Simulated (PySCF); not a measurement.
Compound: 2-ethoxypyrazine, C6H8N2O.
Atom-mapped SMILES: `[CH3:1][CH2:2][O:3][c:4]1[cH:5][n:6][cH:7][cH:8][n:9]1`

NICS is the negative of the GIAO shielding at a point without a nucleus: at the ring centre (0) and 1 Å above and below it (1); zz is the component along the ring normal. Level: GIAO PBE0/pcSseg-1 (PySCF, non-relativistic, gas phase) on the GFN2-xTB geometry, one conformer.

Ring bond lengths (Å), with Mayer bond orders in brackets: C4–C5 1.408 (1.24), C5–N6 1.312 (1.54), N6–C7 1.332 (1.41), C7–C8 1.381 (1.41), C8–N9 1.329 (1.45), N9–C4 1.327 (1.42).

**Question.** Give the NICS values of each ring in ppm.

**Answer.** 
```
             ring                                                 type  NICS(0)  NICS(1), two faces  NICS(1)zz, two faces  rms pucker (Å)  centre to ring atoms, mean (Å)
C4–C5–N6–C7–C8–N9  6-membered ring with 2 N; formal bonds all aromatic     -6.2       -10.4 / -10.4         -25.9 / -25.9            0.00                            1.35
```

**Question.** What do they say, and how far can they be read as aromaticity?

**Answer.** 
- C4–C5–N6–C7–C8–N9: mean NICS(1)zz -25.9 ppm, shielded. The ring is flat and has no four-coordinate atom; by the NICS criterion it is aromatic.

**Question.** How equal are the bonds by HOMA? HOMA = 1 − mean of α(R − Ropt)² over the ring bonds, with Krygowski's 1993 parameters (CC: Ropt 1.388 Å, α 257.7 Å⁻²; CN: Ropt 1.334 Å, α 93.52 Å⁻²).

**Answer.** 
- C4–C5–N6–C7–C8–N9: HOMA 0.97; the largest term is that of C4–C5, α(R − Ropt)² = 0.11. The geometric and the magnetic index point the same way.

**Question.** What are the shieldings of the ring atoms and their hydrogens in the same run (means over atoms taken as equivalent)?

**Answer.** 
```tsv
atoms	environment	σ isotropic (ppm)
C4	aromatic carbon bearing oxygen	19.9
C5	aromatic CH next to a ring nitrogen	47.1
N6	pyridine-type nitrogen	-120.7
C7	aromatic CH next to a ring nitrogen	45.0
C8	aromatic CH next to a ring nitrogen	39.3
N9	pyridine-type nitrogen	-52.2
H on C5	aromatic hydrogen	23.17
H on C7	aromatic hydrogen	23.28
H on C8	aromatic hydrogen	23.35
```

Rough CPU time on one thread of a shared machine: about 80 s. This is the whole shielding run at PBE0/pcSseg-1, SCF included.

Shape of the structure used: `[CH3:1][CH2:2][O:3][c:4]1[cH:5][n:6][cH:7][cH:8][n:9]1`: C1–C2–O3–C4 180°, C2–O3–C4–C5 180°.
